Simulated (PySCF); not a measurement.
Cartesian coordinates in Å; atom numbers follow the order of the lines, from 1:
```xyz
31

C    -2.389    1.492   -1.092
C    -2.132    0.641    0.142
C    -1.019   -0.416    0.012
C    -1.306   -1.263   -1.236
C    -1.066   -1.320    1.251
N     0.289    0.265   -0.087
Si    0.581    1.777    0.745
C     1.446   -0.556   -0.470
C     2.151    0.013   -1.698
C     2.430   -0.822    0.671
H    -2.865    0.909   -1.894
H    -1.453    1.908   -1.494
H    -3.057    2.333   -0.855
H    -3.058    0.115    0.426
H    -1.905    1.288    1.010
H    -1.111   -0.694   -2.156
H    -2.362   -1.575   -1.239
H    -0.704   -2.182   -1.269
H    -0.275   -2.084    1.211
H    -2.032   -1.844    1.327
H    -0.923   -0.730    2.170
H    -0.253    2.905    0.233
H     0.361    1.717    2.231
H     2.008    2.146    0.517
H     1.047   -1.538   -0.763
H     2.585    1.002   -1.482
H     2.971   -0.646   -2.027
H     1.442    0.131   -2.529
H     1.916   -1.238    1.549
H     3.204   -1.540    0.356
H     2.946    0.099    0.984
```

Geometry: PBE0-D3(BJ)/def2-SVP; GIAO shifts from PySCF 2.14.0 with density-fitted response routines, gas phase, non-relativistic, averaged over equivalent atoms.

At B3LYP/pcSseg-1 (282 basis functions, 81 s wall time on 1 thread of an Arm Neoverse V2, shared host):
| atoms | δ (ppm) |
| --- | --- |
| C3 | 57.3 |
| C8 | 47.7 |
| C2 | 39.5 |
| C4/C5 | 28.1 |
| C9/C10 | 26.6 |
| C1 | 11.3 |
| N6 | 62.0 |
| Si7 | -73.8 |
| H22/H23/H24 | 4.44 |
| H25 | 2.94 |
| H14/H15 | 1.42 |
| H26/H27/H28/H29/H30/H31 | 1.15 |
| H16/H17/H18/H19/H20/H21 | 1.08 |
| H11/H12/H13 | 1.01 |

Referencing at the same level of theory: 13C (179.24 ppm) and 29Si (337.86 ppm) and 1H (31.38 ppm) against TMS; 15N (263.54 ppm) vs NH3.

Task: What do these become at PBE0/pcSseg-1?

Result: 
```json
{"atoms": "C3", "δ at PBE0/pcSseg-1": "55.5", "change": "-1.8"}
{"atoms": "C8", "δ at PBE0/pcSseg-1": "46.0", "change": "-1.7"}
{"atoms": "C2", "δ at PBE0/pcSseg-1": "38.3", "change": "-1.2"}
{"atoms": "C4/C5", "δ at PBE0/pcSseg-1": "27.5", "change": "-0.6"}
{"atoms": "C9/C10", "δ at PBE0/pcSseg-1": "26.1", "change": "-0.5"}
{"atoms": "C1", "δ at PBE0/pcSseg-1": "10.7", "change": "-0.6"}
{"atoms": "N6", "δ at PBE0/pcSseg-1": "56.8", "change": "-5.2"}
{"atoms": "Si7", "δ at PBE0/pcSseg-1": "-71.0", "change": "+2.8"}
{"atoms": "H22/H23/H24", "δ at PBE0/pcSseg-1": "4.52", "change": "+0.08"}
{"atoms": "H25", "δ at PBE0/pcSseg-1": "2.93", "change": "-0.01"}
{"atoms": "H14/H15", "δ at PBE0/pcSseg-1": "1.41", "change": "-0.01"}
{"atoms": "H26/H27/H28/H29/H30/H31", "δ at PBE0/pcSseg-1": "1.13", "change": "-0.02"}
{"atoms": "H16/H17/H18/H19/H20/H21", "δ at PBE0/pcSseg-1": "1.06", "change": "-0.02"}
{"atoms": "H11/H12/H13", "δ at PBE0/pcSseg-1": "0.98", "change": "-0.03"}
```

References, each an isolated molecule treated in the same way: TMS for 13C (σ = 184.41 ppm) and 29Si (σ = 351.99 ppm) and 1H (σ = 31.27 ppm); 15N (σ = 265.67 ppm) against NH3.

The largest change is at N6 (nitrogen bonded to 2 C, Si). Cost: 282 basis functions, 83 s wall time on 1 thread of an Arm Neoverse V2, shared host. The order of the carbon signals is the same at both levels.

Experimental scales use liquid or dissolved standards, which lie at an offset from isolated NH3 (liquid NH3: subtract about 20 ppm).
